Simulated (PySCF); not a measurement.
A geometry optimisation, step by step.

Compound: C2H4BBrO2.
Bonds: Br1–B2, B2–O3, O3–C4, C4–C5, C5–O6, B2–O6. Hydrogens: H7, H8 on C4; H9, H10 on C5.

Computed by this run: PySCF 2.14.0, PBE0-D3(BJ)/def2-SVP geometry optimisation, gas phase; density fitting, grid level 1; the optimiser is geomeTRIC in internal coordinates, started from a GFN2-xTB structure with every atom displaced at random (about 0.01 Å). The frame can shift and turn from step to step; on so coarse a grid that alone can change the energy by a few meV, and forces under 0.02 eV/Å are noise.

Step 0: E = -76929.8707 eV, largest atomic force 1.820 eV/Å
```
atom  x, y, z in Å  |  force x, y, z in eV/Å
Br1     2.890   -1.598   -0.065    0.251  -0.147  -0.009
B2      1.239   -0.686   -0.034   -0.614   0.312  -0.011
O3      0.068   -1.229   -0.493    1.647  -0.504   0.092
C4     -0.919   -0.280   -0.311   -1.819   0.056   0.053
C5     -0.265    0.943    0.321    0.135   0.044   1.181
O6      1.096    0.583    0.449    0.576  -0.471  -0.125
H7     -1.704   -0.724    0.341    0.084   0.287  -0.245
H8     -1.374   -0.054   -1.290   -0.139   0.077   0.043
H9     -0.651    1.184    1.347    0.041  -0.121  -0.655
H10    -0.328    1.839   -0.287   -0.161   0.468  -0.324
```

Step 1: E = -76929.8635 eV, largest atomic force 1.641 eV/Å
```
atom  x, y, z in Å  |  force x, y, z in eV/Å
Br1     3.033   -1.310    0.368   -0.024   0.003   0.054
B2      1.297   -0.546    0.185    0.217   0.048  -0.333
O3      0.861   -0.040   -0.998   -0.068   0.010   0.179
C4     -0.501    0.343   -0.810    0.373  -0.150  -0.059
C5     -0.739    0.203    0.725    0.341   0.923  -1.313
O6      0.412   -0.466    1.205   -0.319  -0.054   0.301
H7     -1.118   -0.307   -1.454   -0.121  -0.060   0.291
H8     -0.647    1.368   -1.165    0.037   0.206  -0.027
H9     -1.650   -0.368    0.862   -0.343  -0.237   0.677
H10    -0.808    1.234    1.149   -0.092  -0.690   0.230
```

Step 2: E = -76929.9384 eV, largest atomic force 0.423 eV/Å
```
atom  x, y, z in Å  |  force x, y, z in eV/Å
Br1     3.028   -1.307    0.406   -0.010   0.017  -0.025
B2      1.298   -0.545    0.169   -0.022  -0.027   0.022
O3      0.866   -0.042   -1.014   -0.095   0.043   0.020
C4     -0.491    0.355   -0.833    0.067  -0.014   0.108
C5     -0.742    0.213    0.692   -0.045   0.080  -0.413
O6      0.394   -0.471    1.179    0.208  -0.147   0.116
H7     -1.137   -0.303   -1.438   -0.008  -0.010   0.047
H8     -0.626    1.386   -1.195    0.029  -0.025   0.026
H9     -1.648   -0.371    0.916   -0.004   0.099   0.050
H10    -0.803    1.196    1.186   -0.117  -0.017   0.049
```

Step 3: E = -76929.9429 eV, largest atomic force 0.102 eV/Å
```
atom  x, y, z in Å  |  force x, y, z in eV/Å
Br1     3.034   -1.297    0.398    0.003  -0.014  -0.001
B2      1.296   -0.552    0.170    0.005   0.009   0.029
O3      0.866   -0.047   -1.012   -0.054   0.015  -0.021
C4     -0.488    0.354   -0.833    0.034  -0.009   0.053
C5     -0.742    0.215    0.685   -0.037  -0.004  -0.095
O6      0.393   -0.479    1.181    0.059  -0.033   0.020
H7     -1.139   -0.304   -1.429   -0.001  -0.001  -0.012
H8     -0.616    1.386   -1.194   -0.001  -0.010   0.001
H9     -1.652   -0.358    0.915    0.002   0.019  -0.003
H10    -0.813    1.192    1.187   -0.010   0.027   0.029
```

Step 4: E = -76929.9432 eV, largest atomic force 0.024 eV/Å
```
atom  x, y, z in Å  |  force x, y, z in eV/Å
Br1     3.035   -1.298    0.397   -0.004  -0.004  -0.003
B2      1.298   -0.551    0.171   -0.011  -0.008   0.005
O3      0.865   -0.047   -1.012   -0.002   0.008  -0.007
C4     -0.488    0.354   -0.832    0.020  -0.006   0.011
C5     -0.742    0.215    0.683   -0.012   0.005  -0.005
O6      0.394   -0.479    1.181    0.009   0.001   0.006
H7     -1.139   -0.304   -1.429   -0.001   0.003  -0.005
H8     -0.616    1.385   -1.194   -0.005   0.002  -0.003
H9     -1.653   -0.356    0.913    0.002  -0.003   0.000
H10    -0.815    1.192    1.189    0.005   0.002   0.001
```

**Question.** Summarise the path.

**Answer.** The energy falls by 0.0726 eV from step 0 to step 4; nine tenths of that is first reached at step 2. It rises by more than 0.2 meV at step 1. The largest force goes from 1.820 to 0.024 eV/Å. Among the bonds O3–C4 changes most, from 1.382 to 1.422 Å; the atoms move by 0.090 Å rms after alignment.

Run on one thread, Arm Neoverse V1 (aarch64), shared host with 32 logical CPUs at a one-minute load of 26.
